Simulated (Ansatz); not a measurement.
Be₂Br₂⁺. Charge 1, multiplicity 4. Geometry PBE-D4/def2-TZVP; atoms count from 1.

Cartesian coordinates in Å:
```
Be -0.571 0.169 0.653
Be 1.615 1.158 0.478
Br -2.049 -0.430 -0.678
Br 1.005 -0.898 -0.453
```

At PBE0-D4/def2-TZVP a doublet of charge 1 lies 3.79 eV below the quartet, each at its own geometry. The structure comes from a short search, and lower isomers may exist.

Estimate the Mulliken populations from the PBE0/def2-TZVP orbitals of Ansatz.


```
atom  charge (e)  spin (α − β)
 Be1        0.23          0.63
 Be2        0.32          1.21
 Br3        0.30          0.73
 Br4        0.15          0.42
```
Mulliken values depend strongly on the basis.

Where does the spin sit?

Summed by element: Be 1.85, Br 1.15, of 3 unpaired in all. Largest on single atoms: Be2 1.21, Br3 0.73, Be1 0.63.

And the Mayer bond orders between heavy atoms (over 0.3)?

Be1–Be2 0.48 (2.41 Å); Be1–Br3 0.93 (2.08 Å); Be1–Br4 0.73 (2.20 Å); Be2–Br4 0.61 (2.34 Å); Br3–Br4 0.34 (3.10 Å).
